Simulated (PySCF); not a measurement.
A geometry optimisation on `[BH2][GeH2][B](F)F`.

Method: PBE0-D3(BJ)/def2-SVP geometry optimisation, gas phase (PySCF 2.14.0). Start geometry: GFN2-xTB. The command runs a driver script over a list of jobs; the input below is this job's line of settings and its coordinates in Å.

Command:
```bash
OMP_NUM_THREADS=1 python probes_run.py task.json out
```

Input:
```
{"job": {"xc": "PBE0", "basis": "def2-SVP", "d3": "d3bj", "grid": 1, "shake": 0.01, "kind": "geom"}, "charge": 0, "multiplicity": 1}
B      1.673800    -0.479190     0.231160
Ge     0.090910     0.709570    -0.221300
B     -1.642460    -0.331160     0.002860
F     -2.227550    -0.417450     1.155690
F     -2.161800    -1.071420    -0.949490
H      2.014940    -0.562200     1.326740
H      2.183540    -1.097270    -0.596670
H      0.006170     1.960270     0.609950
H      0.120260     1.271700    -1.592660
```

Output:
```
step   0  E = -2327.88302214  max force = 0.027753
step   1  E = -2327.89033973  max force = 0.004871
step   2  E = -2327.89060678  max force = 0.002005
step   3  E = -2327.89064246  max force = 0.000652
step   4  E = -2327.89066325  max force = 0.001570
step   5  E = -2327.89060971  max force = 0.003690
step   6  E = -2327.89063026  max force = 0.002650
step   7  E = -2327.89064325  max force = 0.000332
step   8  E = -2327.89062997  max force = 0.000789
step   9  E = -2327.89063123  max force = 0.000611
step  10  E = -2327.89063492  max force = 0.000310
step  11  E = -2327.89063778  max force = 0.000270
optimisation converged
```

Energies in Eh; «max force» is the largest Cartesian gradient component in Eh/bohr.

**Question.** At which steps does the energy rise by more than 1e-5 Eh?

**Answer.** At steps 5 (+0.05 mEh) and 8 (+0.01 mEh).

**Question.** How much energy does the optimisation release, in eV?

**Answer.** E(step 0) − E(last step) = 0.007616 Eh, which is 0.207 eV.

Main results: final energy -2327.89064 Eh after 11 steps; dipole 0.91 D.

**Question.** Give the final coordinates.

**Answer.** 0.080 Å rms from the input after alignment:
```
atom  x, y, z in Å
B1     1.5698   -0.6577    0.0715
Ge2    0.0917    0.7054   -0.3306
B3    -1.6860   -0.3141    0.0182
F4    -2.1880   -0.4319    1.2311
F5    -2.3421   -0.9059   -0.9591
H6     1.9667   -0.8119    1.2006
H7     2.0046   -1.3676   -0.8024
H8     0.1296    1.9235    0.6113
H9     0.0899    1.1903   -1.7917
```

The run took 85 s wall on one thread of an Arm Neoverse N1 (shared host), and the process peaked at 0.44 GiB of memory.
Labels such as C1 count atoms from 1, the log's own numbers from 0.
